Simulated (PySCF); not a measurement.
Screening by computed properties: pick the candidate that meets the target.

Species are written as SMILES; each is one conformer at its optimised geometry, gas phase, non-relativistic unless stated. Electronic properties by PySCF.

The conformers computed, where there is a choice (atom-mapped SMILES and torsion angles):
- `[CH3:1][O:2][C@@H:3]1[O:4][CH2:5][O:6][C:7]1[CH3:8]`: C1–O2–C3–O4 -70°
- `[CH2:1][NH:2][C:3](=[S:4])[C:5]#[C:6][C:7]#[N:8]`: C1–N2–C3–S4 180°
- `[CH3:1][SiH2:2][SiH2:3][C@@H:4]([F:5])[SiH:6][NH2:7]`: C1–Si2–Si3–C4 115°, Si2–Si3–C4–F5 41°, Si3–C4–Si6–N7 52°, H–N7–Si6–C4 173°, H–N7–Si6–C4 -48°
- `[CH+:1]=[C:2][C@H:3]1[CH2:4]/[C:5]1=[CH:6]\[CH2:7][CH3:8]`: C5–C6–C7–C8 116°

(1) Wanted: smallest rotational constant between 0.8 GHz and 1 GHz (GFN2-xTB) and isotropic g value above 2.0034 (unrestricted B3LYP/pcH-1, mean-field spin–orbit), at GFN2-xTB geometries. Which candidate meets both?
A. `[CH2]NC(=S)C#CC#N` [radical]
B. `C[SiH2][SiH2][C@@H](F)[SiH]N` [radical]
C. `C1=NC[SiH]C1` [radical]
D. `[CH+]=[C][C@H]1C/C1=C\CC` [radical]
E. `O1[C@@H](OC)[C](OC1)C` [radical]
F. `[CH]1N=CC[SiH2]1` [radical]

Answers

(1) D. Computed values:
```
                               species  smallest rotational constant  isotropic g value
C[SiH2][SiH2][C@@H](F)[SiH]N [radical]                     0.545 GHz            2.00265
           [CH2]NC(=S)C#CC#N [radical]                     0.683 GHz            2.01251
    [CH+]=[C][C@H]1C/C1=C\CC [radical]                     0.916 GHz            2.00364
       O1[C@@H](OC)[C](OC1)C [radical]                     1.313 GHz            2.00314
                C1=NC[SiH]C1 [radical]                     2.889 GHz            2.00382
            [CH]1N=CC[SiH2]1 [radical]                     2.939 GHz            2.00243
```
